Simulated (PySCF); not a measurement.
Cl4OW, triplet, at a GFN2-xTB geometry (such geometries of metal compounds can be far from the true shape) (the multiplicity is a formal guess) (core potentials on W). Base run: M062X/def2-SVP run with PySCF.

Here is a job for PySCF.
```python
from pyscf import gto, scf, dft

mol = gto.M(
    atom='''
W     0.257041   -0.079114   -0.140610
O     1.673420   -0.515059   -0.915417
Cl    0.357274   -0.502472    2.150308
Cl   -1.310462    0.795852   -1.628882
Cl   -1.252590   -1.853078   -0.032671
Cl    0.299403    2.146458    0.554097
''',
    basis='def2-svp',
    ecp={'W': 'def2-svp'},
    charge=0,
    spin=2,
    verbose=5,
)

mf = dft.UKS(mol)
mf.xc = 'm062x'
mf.kernel()
```

Variants of this job, named by their change:

```json
[
 {"change": "base", "ΔE vs base (mEh)": "0.000", "fitting functions": "-", "dipole (D)": "0.69", "outcome": "converged"},
 {"change": "auxbasis = even-tempered beta=2.0", "ΔE vs base (mEh)": "-0.090", "fitting functions": "999", "dipole (D)": "0.69", "outcome": "converged"},
 {"change": "only_dfj = on; auxbasis = def2-universal-jfit", "ΔE vs base (mEh)": "-0.479", "fitting functions": "342", "dipole (D)": "0.69", "outcome": "converged"},
 {"change": "auxbasis = even-tempered beta=3.0", "ΔE vs base (mEh)": "-17.112", "fitting functions": "680", "dipole (D)": "0.72", "outcome": "converged"},
 {"change": "auxbasis = def2-tzvp-ri", "ΔE vs base (mEh)": "-", "fitting functions": "-", "dipole (D)": "-", "outcome": "input refused"},
 {"change": "auxbasis = cc-pvdz-jkfit", "ΔE vs base (mEh)": "-", "fitting functions": "-", "dipole (D)": "-", "outcome": "input refused"},
 {"change": "auxbasis = cc-pvtz-ri", "ΔE vs base (mEh)": "-", "fitting functions": "-", "dipole (D)": "-", "outcome": "input refused"},
 {"change": "auxbasis = even-tempered beta=1.6", "ΔE vs base (mEh)": "0.075", "fitting functions": "1462", "dipole (D)": "0.69", "outcome": "converged"},
 {"change": "exchange = seminumerical (SGX) (with mf = sgx.sgx_fit(mf, auxbasis='def2-universal-jfit'); with mf.with_df.dfj = True)", "ΔE vs base (mEh)": "-0.415", "fitting functions": "342", "dipole (D)": "0.69", "outcome": "converged"},
 {"change": "auxbasis = def2-svp-ri", "ΔE vs base (mEh)": "-", "fitting functions": "-", "dipole (D)": "-", "outcome": "input refused"}
]
```

A fitting set is made for a task (jfit for Coulomb, jkfit for Coulomb and exchange, ri for correlation) and for a family of orbital bases.

Open shells are given as the SCF converged; they aren't shown to be the lowest states, and a large step between rows can be another state.

- auxbasis = def2-tzvp-ri: ended with `pyscf.lib.exceptions.BasisNotFoundError: Basis set not found for W in def2-tzvp-ri`
- auxbasis = cc-pvdz-jkfit: ended with `pyscf.lib.exceptions.BasisNotFoundError: Basis set not found for W in cc-pvdz-jkfit`
- auxbasis = cc-pvtz-ri: ended with `pyscf.lib.exceptions.BasisNotFoundError: Basis set not found for W in cc-pvtz-ri`
